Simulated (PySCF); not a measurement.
This PySCF input asks for the NMR shieldings of SMILES C(CC)N([SiH2]C#N)C(C)=O, C6H12N2OSi; the geometry comes from GFN2-xTB.

```python
import basis_set_exchange as bse
import numpy as np
from pyscf import gto, dft
from pyscf.prop import nmr

atoms = """
C     2.902106   -0.591920    0.212327
C     1.545946   -0.057306   -0.228673
C     0.479889   -0.266201    0.850143
N    -0.799706    0.245882    0.436758
Si   -1.414853    1.904640    0.557558
C    -1.411135    2.653217   -1.149587
N    -1.366741    3.124258   -2.191890
C    -1.735358   -0.425249   -0.241302
C    -1.591941   -1.881844   -0.559816
O    -2.721350    0.240661   -0.558759
H     2.845518   -1.657796    0.424235
H     3.240083   -0.082480    1.111741
H     3.642128   -0.437105   -0.568581
H     1.233354   -0.556771   -1.148352
H     1.615677    1.010861   -0.444739
H     0.393157   -1.329565    1.090712
H     0.775224    0.264888    1.758444
H    -0.303236    2.564672    1.263050
H    -2.659340    2.019335    1.294135
H    -0.678642   -2.060723   -1.122946
H    -1.552259   -2.461596    0.361415
H    -2.448931   -2.200472   -1.146722
"""
names = dict.fromkeys(["C", "N", "Si", "O", "H"], "pcSseg-1")
basis = {el: gto.basis.parse(bse.get_basis(n, elements=[el], fmt="nwchem")) for el, n in names.items()}
mol = gto.M(atom=atoms, basis=basis, charge=0, verbose=0)
mf = dft.RKS(mol, xc="PBE0")
mf.grids.level = 2
mf.grids.alignment = dft.numint.BLKSIZE   # the property module wants whole blocks of grid points
mf.conv_tol = 1e-9
mf.kernel()

calc = nmr.RKS(mf)   # GIAO
C = mf.mo_coeff
Co = C[:, mf.mo_occ > 0]
resp = mf.gen_response(singlet=True, hermi=2)
def vind(x):   # induced exchange potential for any number of trial vectors
    d = np.einsum("pi,xij,qj->xpq", C, 2 * x.reshape(-1, C.shape[1], Co.shape[1]), Co, optimize=True)
    return np.einsum("xpq,pi,qj->xij", resp(d - d.transpose(0, 2, 1)), C, Co, optimize=True).ravel()
mo1, _ = nmr.rhf.solve_mo1(calc, with_cphf=vind)
sigma = calc.kernel(mo1)
for i, s in enumerate(sigma):   # ppm
    print("%2d %-2s %9.2f" % (i, mol.atom_pure_symbol(i), np.trace(s) / 3))
```

**Question.** Give the expected output.

**Answer.** 
```
 0 C     173.75
 1 C     156.73
 2 C     137.29
 3 N     120.86
 4 Si    431.40
 5 C      62.31
 6 N     -84.77
 7 C       3.12
 8 C     167.18
 9 O    -117.61
10 H      30.91
11 H      30.86
12 H      30.37
13 H      30.14
14 H      29.97
15 H      28.74
16 H      28.70
17 H      27.35
18 H      26.73
19 H      29.62
20 H      29.50
21 H      29.32
```

These numbers come from an equivalent density-fitted implementation of the same equations, which agrees with the script to about 0.01 ppm for H and up to a few tenths of a ppm for heavy atoms, so last digits may differ.

**Question.** Turn these shieldings into chemical shifts. Chemical shifts δ = σref − σ; ¹³C (σref 186.93) and ²⁹Si (σref 349.16) and ¹H (σref 31.72) against TMS; ¹⁵N (σref 267.73) vs NH3; H2O for ¹⁷O (σref 336.08), all at this level.

**Answer.** Averaging equivalent atoms: C 7: 183.8; C 5: 124.6; C 2: 49.6; C 1: 30.2; C 8: 19.7; C 0: 13.2; N 6: 352.5; N 3: 146.9; Si 4: -82.2; O 9: 453.7; H 17/18: 4.68; H 15/16: 2.99; H 19/20/21: 2.24; H 13/14: 1.66; H 10/11/12: 1.01 ppm. Unscaled 17O shifts of doubly bonded oxygen tend to come out too high, by tens of ppm or more. Experimental scales use liquid or dissolved standards, which lie at an offset from isolated NH3 (liquid NH3: subtract about 20 ppm) and H2O (liquid H2O: subtract about 36 ppm). Unscaled 15N shifts of sp2 nitrogen come out 20 to 40 ppm too high even then.

Size and cost of the density-fitted run: 237 basis functions, 110 s wall time on 1 thread of an Arm Neoverse N1, shared host; peak memory 1.1 GiB.
